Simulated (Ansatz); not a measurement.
Coupled-cluster diagnostics for Ga5F, Ansatz.

Geometry of the singlet (PBE-D4/def2-SVP):

Cartesian coordinates in Å:
```
Ga -0.7408 -1.6764 -1.6827
Ga 0.3600 0.6083 -0.2506
Ga 0.4974 0.2969 -2.7347
Ga -0.9057 -1.4404 0.7552
Ga -0.0387 0.4737 2.6522
F 0.8278 1.7380 1.2606
```

Correlated methods freeze 46 core orbitals; core or outer-core shells of Ga are correlated, in sets that lack core-valence functions. Another isomer (singlet) lies 0.33 eV lower at PBE0-D4/def2-TZVP; other spin states weren't run for this one.

Task: Estimate the CCSD(T) correlation energy, the shares of MP2 and (T), T1 and the reference's ⟨S²⟩ for: charge 0, singlet, own geometry in def2-SVP; and the rough time on 4 threads of Arm Neoverse V2 on a shared host.

Result: 
| state | basis | correlation (eV) | MP2 share (%) | (T) share (%) | T1 | ⟨S²⟩ (pure) | wall time | remarks |
| --- | --- | --- | --- | --- | --- | --- | --- | --- |
| charge 0, singlet, own geometry | def2-SVP | -34.115 | 99.6 | 5.0 | 0.018 | 0.00 (0.00) | 1.9 min | restricted SCF unstable |
Customary marks for T1 are 0.02 (closed shells), 0.045 (open shells) and about 0.05 (3d metals). T1 stays under 0.02 throughout.
